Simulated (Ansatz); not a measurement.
```yaml
crystal:
  periodic: [false, false, false]
  atoms:
    - {symbol: Al, position_ang: [0.784054, -3.808643, 0.727003]}
    - {symbol: Al, position_ang: [-2.311197, 2.289202, -2.344794]}
    - {symbol: Al, position_ang: [0.839896, -0.851006, -2.048328]}
    - {symbol: Al, position_ang: [-2.132855, -0.836692, 0.880772]}
    - {symbol: Al, position_ang: [0.741913, -0.714356, 3.791756]}
    - {symbol: Al, position_ang: [0.889932, 2.126202, 0.787376]}
    - {symbol: Al, position_ang: [3.746244, -0.768127, 0.783811]}
    - {symbol: As, position_ang: [-3.447439, 0.744083, -0.747532]}
    - {symbol: As, position_ang: [-0.623578, -2.088984, -0.614084]}
    - {symbol: As, position_ang: [2.019943, -2.044575, 2.092258]}
    - {symbol: As, position_ang: [-0.728373, 0.729918, -3.405141]}
    - {symbol: As, position_ang: [-0.654238, 3.401889, -0.717665]}
    - {symbol: As, position_ang: [2.153968, 0.655464, -0.633812]}
    - {symbol: As, position_ang: [-0.641265, 0.621231, 2.145708]}
    - {symbol: H, position_ang: [1.742154, -4.548740, -0.267426]}
    - {symbol: H, position_ang: [-0.327047, -4.516938, 1.622735]}
    - {symbol: H, position_ang: [-3.243723, 3.253989, -3.220834]}
    - {symbol: H, position_ang: [1.590296, -1.669510, -3.239018]}
    - {symbol: H, position_ang: [-3.299580, -1.640319, 1.593743]}
    - {symbol: H, position_ang: [-0.260377, -1.727380, 4.591836]}
    - {symbol: H, position_ang: [1.704386, 0.242789, 4.526253]}
    - {symbol: H, position_ang: [1.639930, 3.257669, 1.611408]}
    - {symbol: H, position_ang: [4.563515, -1.770867, -0.290622]}
    - {symbol: H, position_ang: [4.565076, 0.310176, 1.641062]}
    - {symbol: H, position_ang: [-4.452713, 0.001845, -1.531935]}
    - {symbol: H, position_ang: [-4.432611, 1.550864, 0.042181]}
    - {symbol: H, position_ang: [-1.591358, -2.895352, -1.581382]}
    - {symbol: H, position_ang: [2.908746, -2.918769, 2.870739]}
    - {symbol: H, position_ang: [-1.499007, -0.038009, -4.426944]}
    - {symbol: H, position_ang: [0.016075, 1.563131, -4.408452]}
    - {symbol: H, position_ang: [0.006896, 4.429657, -1.527785]}
    - {symbol: H, position_ang: [-1.522960, 4.469342, 0.026326]}
    - {symbol: H, position_ang: [2.911915, 1.526427, -1.501290]}
    - {symbol: H, position_ang: [-1.563535, 1.525132, 2.907307]}
basis:
  gaussian: {orbitals: def2-mTZVP, fitting: {mean_field: def2-universal-jkfit}}
magnetization: {spin_polarized: false, initial_magnetization: 2}
hamiltonian: {xc: {name: r2SCAN}, dispersion: d3bj}
accuracy: high
scf: {omitted_lower_state_checks: [starts]}
output: {forces: true}
```

```sh
$ ansatz run in.yaml --threads 2 --pin off --events-out ev --progress --plain --max-ram 32768MiB --backend cuda --devices 0, --max-vram 18GiB
```

It prints (some lines left out):

```
Warning: the engine holds no damping parameters fitted to this dispersion correction and functional, so the run takes those fitted to r2scan beside the three-body term, which d3bj leaves out (hamiltonian.dispersion, under Limitations)
Functional definition: r2SCAN
3118 factors; integrals over basis functions are off by at most 7.1e-1 eV
mean field evaluation 1: about -472386.0147 eV, gradient 4.0e1 eV
mean field evaluation 2: about -472386.0105 eV, gradient 4.0e1 eV
mean field evaluation 4: about -472386.5322 eV, gradient 3.1e1 eV
mean field evaluation 8: about -472390.0059 eV, gradient 1.4e1 eV
mean field evaluation 16: about -472391.0903 eV, gradient 6.6e0 eV
mean field evaluation 32: about -472391.4415 eV, gradient 1.6e-8 eV
mean field -472391.44145874 eV, -17360.0652751892 hartree, gradient 1.6e-8 eV, S^2 2.000000; 0 other end points of the search recorded, 0 dependent functions left out
reference -472391.44146747 eV, -17360.0652755103 hartree; 172, 170 occupied and 294, 296 virtual orbitals, 3118 factors
Total energy: -472392.15384678 eV, -17360.0914549670 hartree
Atom 0 at     0.784054    -3.808643     0.727003 Å, force    -0.498114     0.561428     0.277677 eV/Å
Atom 1 at    -2.311197     2.289202    -2.344794 Å, force     0.477580     0.256736     0.515360 eV/Å
Atom 2 at     0.839896    -0.851006    -2.048328 Å, force     0.329131     0.269299    -0.874202 eV/Å
Atom 3 at    -2.132855    -0.836692     0.880772 Å, force    -0.094161     0.091437    -0.326021 eV/Å
Atom 4 at     0.741913    -0.714356     3.791756 Å, force    -1.018854    -0.200797    -0.180524 eV/Å
Atom 5 at     0.889932     2.126202     0.787376 Å, force    -0.458634     0.139431     0.326485 eV/Å
Atom 6 at     3.746244    -0.768127     0.783811 Å, force     0.295827     0.100714    -0.674080 eV/Å
Atom 7 at    -3.447439     0.744083    -0.747532 Å, force     0.837076     0.183773     0.232056 eV/Å
Atom 8 at    -0.623578    -2.088984    -0.614084 Å, force    -0.561664    -0.272145     0.140005 eV/Å
Atom 9 at     2.019943    -2.044575     2.092258 Å, force    -0.656316     0.255426    -1.124432 eV/Å
Atom 10 at    -0.728373     0.729918    -3.405141 Å, force    -0.013743     0.121034     0.888927 eV/Å
Atom 11 at    -0.654238     3.401889    -0.717665 Å, force    -1.521931    -0.573193     0.167217 eV/Å
Atom 12 at     2.153968     0.655464    -0.633812 Å, force    -1.004101    -1.430688     1.040696 eV/Å
Atom 13 at    -0.641265     0.621231     2.145708 Å, force     0.632451    -0.120438    -0.458422 eV/Å
Atom 14 at     1.742154    -4.548740    -0.267426 Å, force     0.304066    -0.166435    -0.067358 eV/Å
Atom 15 at    -0.327047    -4.516938     1.622735 Å, force     0.004553    -0.092620    -0.019120 eV/Å
Atom 16 at    -3.243723     3.253989    -3.220834 Å, force     0.114034    -0.158432     0.063250 eV/Å
Atom 17 at     1.590296    -1.669510    -3.239018 Å, force    -0.159727     0.194329     0.438590 eV/Å
Atom 18 at    -3.299580    -1.640319     1.593743 Å, force     0.078262    -0.020546     0.063411 eV/Å
Atom 19 at    -0.260377    -1.727380     4.591836 Å, force     0.295820     0.098085    -0.282002 eV/Å
Atom 20 at     1.704386     0.242789     4.526253 Å, force     0.513457     0.376990     0.278043 eV/Å
Atom 21 at     1.639930     3.257669     1.611408 Å, force     0.080553    -0.126859     0.092972 eV/Å
Atom 22 at     4.563515    -1.770867    -0.290622 Å, force    -0.346233     0.214744     0.719884 eV/Å
Atom 23 at     4.565076     0.310176     1.641062 Å, force     0.062344    -0.089745     0.002795 eV/Å
Atom 24 at    -4.452713     0.001845    -1.531935 Å, force    -0.446957    -0.481526    -0.369206 eV/Å
Atom 25 at    -4.432611     1.550864     0.042181 Å, force    -0.155733     0.166040     0.273415 eV/Å
Atom 26 at    -1.591358    -2.895352    -1.581382 Å, force     0.178152     0.013900     0.148475 eV/Å
Atom 27 at     2.908746    -2.918769     2.870739 Å, force     1.050632    -0.823022     0.593625 eV/Å
Atom 28 at    -1.499007    -0.038009    -4.426944 Å, force    -0.270561    -0.436497    -0.589154 eV/Å
Atom 29 at     0.016075     1.563131    -4.408452 Å, force     0.326965     0.067515    -0.248691 eV/Å
Atom 30 at     0.006896     4.429657    -1.527785 Å, force     0.640250     0.591646    -0.528154 eV/Å
Atom 31 at    -1.522960     4.469342     0.026326 Å, force     0.203627    -0.179899     0.020004 eV/Å
Atom 32 at     2.911915     1.526427    -1.501290 Å, force     1.207163     0.994142    -0.985976 eV/Å
Atom 33 at    -1.563535     1.525132     2.907307 Å, force    -0.425213     0.476175     0.444454 eV/Å
Dipole moment:    -0.786078     0.658402    -0.700212 e Å
Checks for a lower state left out: starts
```

It took 40 s on 2 threads of AMD EPYC 7R13 on a shared host and a share (18 GiB) of an NVIDIA H100 80GB HBM3, peak host memory 2.2 GiB.

With spin_polarized false and unpaired electrons the run is restricted open-shell.
